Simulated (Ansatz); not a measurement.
Total energies of FH$_{3}$NOSi, SMILES `[NH][SiH](O)F` radical.

```xyz
7

N     1.0017    0.4420   -0.9136
Si   -0.1579    0.1462    0.3512
O    -0.8428   -1.2985    0.0696
F    -1.2057    1.3371    0.2192
H     1.9195    0.7858   -0.6305
H     0.3199    0.1209    1.7450
H    -1.0348   -1.5335   -0.8408
```

Total charge 0; spin multiplicity 2. The geometry is a stationary point of PBE0-D4/def2-TZVP. It is one conformer, not always the lowest. Basis def2-TZVPP, Ansatz.

RPA on PBE orbitals: Hartree–Fock energy of these orbitals -519.59845 Eh, correlation -1.23366 Eh (frozen core).

```tsv
functional	energy without D4 (Eh)	D4 term (kJ/mol)
PBE	-520.90931	-11.3
revPBE	-521.15963	-36.9
BLYP	-521.26790	-25.6
r2SCAN	-521.17586	-2.6
PBE0	-520.94200	-9.4
HSE06 (plane-wave form)	-520.92541	-8.7
LC-ωPBE	-521.08127	–
ωB97X-V	-521.17866	–
B2PLYP	-521.04619	–
PBE-QIDH	-520.83126	–
```

Task: Give the same for LDA (SPW92), B97M-V, B3LYP, r2SCANh, r2SCAN0, BHLYP, CAM-B3LYP, ωB97M-V. (An estimate is asked.)

Result: Ansatz gave: 
```json
{"functional": "LDA (SPW92)", "energy without D4 (Eh)": "-518.50600", "D4 term (kJ/mol)": "–"}
{"functional": "B97M-V", "energy without D4 (Eh)": "-521.16216", "D4 term (kJ/mol)": "–"}
{"functional": "B3LYP", "energy without D4 (Eh)": "-521.32819", "D4 term (kJ/mol)": "-18.4"}
{"functional": "r2SCANh", "energy without D4 (Eh)": "-521.16160", "D4 term (kJ/mol)": "-2.7"}
{"functional": "r2SCAN0", "energy without D4 (Eh)": "-521.14133", "D4 term (kJ/mol)": "-3.0"}
{"functional": "BHLYP", "energy without D4 (Eh)": "-521.21046", "D4 term (kJ/mol)": "-13.4"}
{"functional": "CAM-B3LYP", "energy without D4 (Eh)": "-521.24767", "D4 term (kJ/mol)": "-9.4"}
{"functional": "ωB97M-V", "energy without D4 (Eh)": "-521.22004", "D4 term (kJ/mol)": "–"}
```

B3LYP takes the VWN-RPA correlation (the form of Gaussian; ORCA's B3LYP/G). HSE06 is the plane-wave form, built on full-range PBE exchange. The double hybrids freeze the cores in their second-order part.

LC-ωPBE has ω = 0.4 bohr⁻¹.
